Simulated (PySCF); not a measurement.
Some computed properties have been withheld. Give your best values.

Compound: C6H7NO2.
Atom-mapped SMILES: `[CH3:1][O:2][C:3](=[O:4])/[CH:5]=[CH:6]\[CH2:7][C:8]#[N:9]` (hydrogens: H10, H11, H12 on C1; H13 on C5; H14 on C6; H15, H16 on C7)

Conformer (atom-mapped SMILES and torsion angles): `[CH3:1][O:2][C:3](=[O:4])/[CH:5]=[CH:6]\[CH2:7][C:8]#[N:9]`: C1–O2–C3–O4 -1°, O2–C3–C5–C6 -177°, C5–C6–C7–C8 128°.

| property | level | value |
| --- | --- | --- |
| point group of the GFN2-xTB geometry | GFN2-xTB | ? |
| rotational constants A, B, C of the GFN2-xTB geometry | GFN2-xTB | ? |
| dipole moment | PBE0/pcSseg-1 | ? |
| HOMO energy | PBE0/pcSseg-1 | -8.37 eV |
| LUMO energy | PBE0/pcSseg-1 | ? |
| 13C chemical shifts (computed TMS as zero) by class | GIAO PBE0/pcSseg-1 | ? |
| 1H chemical shifts (computed TMS as zero) by class | GIAO PBE0/pcSseg-1 | ? |
| isotropic shieldings of nuclei other than C and H, by class | GIAO PBE0/pcSseg-1 | ? |

The electronic properties come from PySCF, for the isolated species, density fitting. NMR classes are plain means over equivalent atoms (diastereotopic ones count apart unless rotation or inversion swaps them), as if these changed places fast; in this geometry the members of some classes differ.

**Question.** What are the isotropic shieldings of nuclei other than C and H, by class?

**Answer.** -32 (N9), -85 (O4), 129 (O2) ppm.

**Question.** What is the LUMO energy?

**Answer.** -1.84 eV.

**Question.** What is the dipole moment?

**Answer.** 4.74 D.

**Question.** Give the 1H chemical shifts (computed TMS as zero) by class.

**Answer.** 6.59 (H14), 6.19 (H13), 4.44 (H15/H16), 3.98 (H10/H11/H12) ppm.

**Question.** The point group of the GFN2-xTB geometry?

**Answer.** C1.

**Question.** What are the rotational constants A, B, C of the GFN2-xTB geometry?

**Answer.** 4.983, 0.711, 0.668 GHz.

**Question.** Give the 13C chemical shifts (computed TMS as zero) by class.

**Answer.** 174.3 (C3), 151.0 (C6), 129.5 (C5), 121.1 (C8), 53.8 (C1), 16.9 (C7) ppm.

In atomic units the dipole is 1.87 e·bohr (1 au = 2.5417 D). The rotational constants make it an asymmetric top with κ = (2B − A − C)/(A − C) = -0.98, nearer the prolate limit (−1). With B = h/(8π²I), that is 505.379 GHz u Å² over I, the principal moments of inertia are 101.4, 710.8 and 756.5 u Å² (most abundant isotopes). A dipole of 4.74 D is allowed in C1, and pure rotational transitions are dipole-allowed.

One conformer stands for the species.
